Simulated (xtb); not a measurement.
C8H12, triplet, geometry from GFN2-xTB (a higher spin typed on purpose: for a closed-shell molecule this is an excited state). Base run: GFN2-xTB run with xtb.

Input for xtb:
```
$ xtb mol.xyz --gfn 2 --uhf 2 --json

# file mol.xyz
20

C     -0.70828786    -1.71453506    -0.20008818
C      0.70628698    -1.71604758    -0.19410523
C      1.51785443    -0.59492883    -0.59285083
C      1.51405403     0.59168699     0.60567432
C      0.70828786     1.71453506     0.20008818
C     -0.70628698     1.71604758     0.19410523
C     -1.51785443     0.59492883     0.59285083
C     -1.51405403    -0.59168699    -0.60567432
H     -1.19959199    -2.50912615     0.34426658
H      1.19126860    -2.51168255     0.35437875
H      1.15724154    -0.09450629    -1.48685965
H      2.56158258    -0.86991102    -0.71728077
H      2.55727795     0.86443772     0.73893104
H      1.14482246     0.09204483     1.49659626
H      1.19959199     2.50912615    -0.34426658
H     -1.19126860     2.51168255    -0.35437875
H     -1.15724154     0.09450629     1.48685965
H     -2.56158258     0.86991102     0.71728077
H     -1.14482246    -0.09204483    -1.49659626
H     -2.55727795    -0.86443772    -0.73893104
```

Variants of this job, named by their change:

```csv
change,ΔE vs base (mEh),G_solv (kcal/mol),SCF cycles
base,0.000,-,9
etemp = 10000,-69.012,-,9
file = coord,0.000,-,9
etemp = 3000,-3.267,-,9
alpb = water,-1.178,-0.85,9
acc = 30,0.000,-,7
gbsa = thf,-8.931,-5.62,9
etemp = 5000,-14.735,-,9
alpb = benzene,-9.127,-5.73,9
```

ALPB and GBSA are two models with their own fitted parameters for each solvent, which aren't always the measured dielectric constant.
